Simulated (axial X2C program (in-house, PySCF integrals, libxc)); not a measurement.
**Testing model relations on CBr⁺**

A bond curve at the PBE0 level, two-component, was computed with an in-house all-electron X2C program for linear molecules (integrals from PySCF) (basis Br dyall-cv3z [8s9p6d4f1g], C dyall-v3z [7s6p2d1f] (cores contracted in-house)) for the state Ω = 0 (closed shell). Its fit gives Re = 1.6917 Å, ωe = 990.9 cm⁻¹, ωexe = 4.13 cm⁻¹ and αe = 3.676e-03 cm⁻¹; the masses are 78.9183 and 12.0000 u. Two-component means X2C with spin–orbit coupling and atomic mean-field Coulomb and Gaunt terms.

(1) Find the reduced mass, Be and the force constant.

(2) Estimate the centrifugal constant by the Kratzer relation.

(3) A Morse curve ties αe to the other constants (Pekeris). How well does that hold?

(4) Where do the fundamental and the first overtone lie?

(5) Estimate De from a Morse curve and compare with the computed well depth of 6.241 eV to Br + C+.

The state is one determinant whose occupation by symmetry is held fixed; it was picked as the lowest of a PBE0 search that is not exhaustive. De is counted from the lowest determinant-based energies of the atoms at the same level, without counterpoise correction. The 2c atoms are single determinants rather than J levels; their spin–orbit lowering is only partly caught, and De is too large by that part. This holds for PBE0. The functionals have no current-density term, which raises determinants with orbital currents, atoms included.

## Answers

(1) From the PBE0 values: μ = 10.4162 u. Be = 16.8576/(μ Re²) = 0.5655 cm⁻¹. k = 5.8918×10⁻⁷ μ ωe² = 6.03 mdyn/Å.

(2) D = 4Be³/ωe² = 7.37e-07 cm⁻¹.

(3) αe(Morse) = 6Be²/ωe × (√(ωexe/Be) − 1) = 3.297e-03 cm⁻¹; the PBE0 curve gives 3.676e-03 cm⁻¹, a ratio of 0.90.

(4) ν(1←0) = ωe − 2ωexe = 982.6 cm⁻¹; ν(2←0) = 2ωe − 6ωexe = 1957.0 cm⁻¹.

(5) De(Morse) = ωe²/(4ωexe) = 7.369 eV against 6.241 eV computed, a ratio of 1.18. The extrapolation overshoots: the well softens faster than a Morse curve, or the lowest atomic limit lies below the one to which the curve heads.
